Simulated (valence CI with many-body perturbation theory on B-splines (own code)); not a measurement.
**Level structure of Ho LXII**

Calculated by valence CI with perturbative core correlation (CI+MBPT): four valence electrons over a frozen Dirac-Fock core [He], a basis of 11 s, 11 p, 9 d, 7 f, 5 g, 2 h, 1 i functions for each j, with the one-electron correlation potential Σ1, the two-electron term Σ2, the three-electron term Σ3, Breit, model QED; selected CI, second order for the rest (own B-spline code, finite nucleus).

No measured spectrum was set against this ion. As an estimate, large intervals hold to a few tenths of a per cent, small ones and those within an open d or f shell to about a per cent. Among the levels kept, up to 280 cm⁻¹ of a level comes from second order outside the variational space, and about a tenth of that is noise between levels of different J, which matters for small intervals.

Levels 1 to 45 of 112, with energies above the lowest level, (2s^2 2p1/2^2) J=0. "Leading %" is the weight of the configuration and term that name the level; weights of strongly mixed levels are sums over their largest components and can fall short. In the jj column 3d3/2^4 stands for four electrons in 3d with j = 3/2.

| No. | Configuration | Term | J | E (Ry) | Leading % | Second component | Leading jj | g |
| --- | --- | --- | --- | --- | --- | --- | --- | --- |
| 1 | 2s²2p² | ³P | 0 | 0.00 | 69 | 31 % 2s²2p² ¹S | 2s^2 2p1/2^2 (100 %) |  |
| 2 | 2s²2p² | ³P | 1 | 65.57 | 100 |  | 2s^2 2p1/2 2p3/2 (100 %) | 1.474 |
| 3 | 2s²2p² | ¹D | 2 | 66.88 | 65 | 35 % 2s²2p² ³P | 2s^2 2p1/2 2p3/2 (100 %) | 1.144 |
| 4 | 2s2p³ | ³P° | 2 | 84.50 | 48 | 28 % 2s2p³ ⁵S° | 2s 2p1/2^2 2p3/2 (100 %) | 1.511 |
| 5 | 2s2p³ | ³D° | 1 | 90.22 | 32 | 30 % 2s2p³ ¹P° | 2s 2p1/2^2 2p3/2 (100 %) | 1.108 |
| 6 | 2s²2p² | ³P | 2 | 133.84 | 64 | 35 % 2s²2p² ¹D | 2s^2 2p3/2^2 (99 %) | 1.295 |
| 7 | 2s²2p² | ¹S | 0 | 137.86 | 68 | 31 % 2s²2p² ³P | 2s^2 2p3/2^2 (99 %) |  |
| 8 | 2s2p³ | ⁵S° | 2 | 148.23 | 50 | 46 % 2s2p³ ³D° | 2s 2p1/2 2p3/2^2 (100 %) | 1.550 |
| 9 | 2s2p³ | ³D° | 3 | 151.32 | 100 |  | 2s 2p1/2 2p3/2^2 (100 %) | 1.301 |
| 10 | 2s2p³ | ³P° | 0 | 155.19 | 100 |  | 2s 2p1/2 2p3/2^2 (100 %) |  |
| 11 | 2s2p³ | ³S° | 1 | 156.66 | 51 | 43 % 2s2p³ ³D° | 2s 2p1/2 2p3/2^2 (100 %) | 1.300 |
| 12 | 2s2p³ | ¹D° | 2 | 157.39 | 74 | 21 % 2s2p³ ³D° | 2s 2p1/2 2p3/2^2 (100 %) | 1.053 |
| 13 | 2s2p³ | ³P° | 1 | 157.66 | 62 | 32 % 2s2p³ ¹P° | 2s 2p1/2 2p3/2^2 (100 %) | 1.308 |
| 14 | 2p⁴ | ³P | 2 | 177.46 | 68 | 31 % 2p⁴ ¹D | 2p1/2^2 2p3/2^2 (99 %) | 1.314 |
| 15 | 2p⁴ | ¹S | 0 | 181.71 | 64 | 36 % 2p⁴ ³P | 2p1/2^2 2p3/2^2 (99 %) |  |
| 16 | 2s2p³ | ³P° | 2 | 220.52 | 51 | 18 % 2s2p³ ⁵S° | 2s 2p3/2^3 (100 %) | 1.431 |
| 17 | 2s2p³ | ¹P° | 1 | 226.08 | 37 | 24 % 2s2p³ ³S° | 2s 2p3/2^3 (100 %) | 1.167 |
| 18 | 2p⁴ | ³P | 1 | 244.00 | 100 |  | 2p1/2 2p3/2^3 (100 %) | 1.474 |
| 19 | 2p⁴ | ¹D | 2 | 245.33 | 68 | 32 % 2p⁴ ³P | 2p1/2 2p3/2^3 (100 %) | 1.126 |
| 20 | 2p⁴ | ³P | 0 | 314.09 | 64 | 36 % 2p⁴ ¹S | 2p3/2^4 (100 %) |  |
| 21 | 2s²2p3s | ³P° | 0 | 606.42 | 99 |  | 2s^2 2p1/2 3s (99 %) |  |
| 22 | 2s²2p3s | ³P° | 1 | 606.67 | 67 | 33 % 2s²2p3s ¹P° | 2s^2 2p1/2 3s (100 %) | 1.308 |
| 23 | 2s²2p3p | ³D | 1 | 612.04 | 74 | 22 % 2s²2p3p ¹P | 2s^2 2p1/2 3p1/2 (100 %) | 0.640 |
| 24 | 2s²2p3p | ³P | 0 | 615.06 | 68 | 32 % 2s²2p3p ¹S | 2s^2 2p1/2 3p1/2 (99 %) |  |
| 25 | 2s2p²3s | ⁵P | 1 | 623.50 | 42 | 30 % 2s2p²3s ³S | 2s 2p1/2^2 3s (97 %) | 2.011 |
| 26 | 2s2p²3s | ³P | 0 | 626.05 | 69 | 31 % 2s2p²3s ¹S | 2s 2p1/2^2 3s (99 %) |  |
| 27 | 2s2p²3p | ³P° | 1 | 629.71 | 33 | 22 % 2s2p²3p ⁵D° | 2s 2p1/2^2 3p1/2 (98 %) | 1.356 |
| 28 | 2s2p²3p | ³P° | 0 | 629.76 | 51 | 43 % 2s2p²3p ⁵D° | 2s 2p1/2^2 3p1/2 (99 %) |  |
| 29 | 2s²2p3p | ³D | 2 | 632.92 | 52 | 31 % 2s²2p3p ¹D | 2s^2 2p1/2 3p3/2 (100 %) | 1.149 |
| 30 | 2s²2p3p | ³P | 1 | 633.06 | 47 | 30 % 2s²2p3p ³S | 2s^2 2p1/2 3p3/2 (98 %) | 1.508 |
| 31 | 2s²2p3d | ³F° | 2 | 637.22 | 75 | 20 % 2s²2p3d ¹D° | 2s^2 2p1/2 3d3/2 (100 %) | 0.746 |
| 32 | 2s²2p3d | ³D° | 1 | 639.05 | 50 | 32 % 2s²2p3d ¹P° | 2s^2 2p1/2 3d3/2 (99 %) | 0.831 |
| 33 | 2s²2p3d | ³P° | 2 | 643.43 | 47 | 35 % 2s²2p3d ³D° | 2s^2 2p1/2 3d5/2 (98 %) | 1.282 |
| 34 | 2s²2p3d | ³F° | 3 | 643.71 | 46 | 31 % 2s²2p3d ¹F° | 2s^2 2p1/2 3d5/2 (100 %) | 1.097 |
| 35 | 2s2p²3p | ³P° | 2 | 650.25 | 35 | 20 % 2s2p²3p ⁵P° | 2s 2p1/2^2 3p3/2 (98 %) | 1.506 |
| 36 | 2s2p²3p | ³D° | 1 | 650.61 | 32 | 21 % 2s2p²3p ¹P° | 2s 2p1/2^2 3p3/2 (99 %) | 1.131 |
| 37 | 2s2p²3d | ³D | 1 | 654.50 | 46 | 36 % 2s2p²3d ⁵F | 2s 2p1/2^2 3d3/2 (99 %) | 0.463 |
| 38 | 2s2p²3d | ³D | 2 | 654.91 | 30 | 18 % 2s2p²3d ⁵F | 2s 2p1/2^2 3d3/2 (98 %) | 1.123 |
| 39 | 2s2p²3d | ³D | 3 | 660.51 | 37 | 18 % 2s2p²3d ⁵D | 2s 2p1/2^2 3d5/2 (99 %) | 1.336 |
| 40 | 2s2p²3d | ³F | 2 | 661.73 | 28 | 22 % 2s2p²3d ¹D | 2s 2p1/2^2 3d5/2 (98 %) | 1.025 |
| 41 | 2s²2p3s | ³P° | 2 | 674.75 | 98 |  | 2s^2 2p3/2 3s (98 %) | 1.475 |
| 42 | 2s²2p3s | ¹P° | 1 | 675.33 | 66 | 32 % 2s²2p3s ³P° | 2s^2 2p3/2 3s (98 %) | 1.131 |
| 43 | 2s²2p3p | ³P | 1 | 681.52 | 50 | 27 % 2s²2p3p ³S | 2s^2 2p3/2 3p1/2 (97 %) | 1.455 |
| 44 | 2s²2p3p | ³D | 2 | 681.67 | 46 | 32 % 2s²2p3p ¹D | 2s^2 2p3/2 3p1/2 (97 %) | 1.153 |
| 45 | 2s2p²3s | ⁵P | 2 | 686.87 | 84 | 8 % 2s2p²3s ³P | 2s 2p1/2 2p3/2 3s (99 %) | 1.729 |

The ionisation energy to 2s²2p ²P°1/2 of the next ion comes out as 14641 eV (NIST: 14639 ± 12 eV (theoretical)). All 112 levels together are meant to be complete up to 728.43 Ry.
